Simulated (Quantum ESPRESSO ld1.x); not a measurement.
Q: The mean radii <r> (bohr) of the occupied orbitals of an atom or ion are listed with their occupations. All-electron calculation, scalar-relativistic Kohn-Sham, LDA (Slater exchange, VWN5 correlation), spin-polarised, spherical densities, point nucleus. Program: ld1.x of Quantum ESPRESSO 7.5.

orbital  occ.     <r>
1s up       1  0.1587
1s down     1  0.1586
2s up       1  0.8651
2s down     1  0.8730
2p up       3  0.8755
2p down     2  0.8931

Name the element and its charge. Open shells, if any, are filled with parallel spins first.

A: Z = 10, neon, charge +1: Ne+ in [He] 2s2 2p5. The 1s radius gives Z: for a bare nucleus <r> = (2 gamma + 1)/(2Z) with gamma = sqrt(1 - (Z/c)^2), 0.1497 bohr for Z = 10, and screening makes it slightly larger (0.1587 here). The occupations add up to 9, and the charge is Z minus that.
